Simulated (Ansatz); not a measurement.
CH$_{3}$AlBr$_{2}$ (`[CH3][Al]([Br])[Br]`), relaxed with RKS PBE-D4/def2-SVP in Ansatz from a rough embedded geometry. The force threshold is 0.03 eV/Å; the program also tests the step.

Charge 0, multiplicity 1.

Start:

```xyz
7

C     0.585   -0.391   -0.692
Al   -0.568    0.366    0.674
Br   -2.405   -0.880    1.419
Br   -0.214    2.485    1.540
H     1.446    0.361   -0.940
H     1.104   -1.337   -0.353
H     0.051   -0.605   -1.648
```

```tsv
step	energy (eV)	largest force (eV/Å)	largest move (Å)
1	-147733.3545	1.579	0.000
2	-147733.4697	0.510	0.084
3	-147733.4758	0.134	0.026
4	-147733.4770	0.026	0.011
```

End:

```xyz
7

C     0.618   -0.370   -0.698
Al   -0.573    0.362    0.657
Br   -2.352   -0.825    1.414
Br   -0.252    2.424    1.548
H     1.433    0.336   -0.953
H     1.072   -1.320   -0.344
H     0.054   -0.607   -1.625
```

Hardware: 4 threads of a server CPU on a shared host. Wall time 6.5 s, peak host memory 0.19 GiB.
